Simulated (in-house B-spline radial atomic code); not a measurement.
A fraction x of an electron is removed from 3d in Sb⁵⁺, starting from [Kr] 4d10 and keeping the highest spin. All numbers are computed (non-relativistic BHandHLYP, spin-polarised, spherical fractional occupations; point nucleus) with an all-electron radial atomic-structure program (B-spline basis), not measured.

Caution: exact exchange at fractional occupations of open shells leaves self-interaction of up to several eV.

| x | E(x) - E(0) (eV) | 3d down level (eV) |
| --- | --- | --- |
| 0 | 0.0000 | -601.851 |
| 0.04 | 24.1066 | -603.481 |
| 0.16 | ? | ? |
| 0.37 | 225.4880 | -617.046 |
| 0.47 | 287.3999 | -621.196 |
| 0.5 | 306.0545 | -622.445 |
| 0.59 | 362.2435 | -626.202 |
| 0.73 | ? | ? |
| 0.79 | 488.3227 | -634.602 |
| 0.97 | 603.2362 | -642.224 |
| 1 | 622.5220 | -643.500 |

(1) What belongs in the row x = 0.16?

(2) What belongs in the row x = 0.73?

(3) Check Janak's theorem between x = 0.37 and 0.47.

Answers

(1) An energy change of 96.8187 eV; 3d down at -608.390 eV.

(2) An energy change of 450.3224 eV; 3d down at -632.074 eV.

(3) The slope of the energy is 619.12 eV; the orbital levels give 619.12 eV (-ε of the emptying orbital, averaged over the two points).
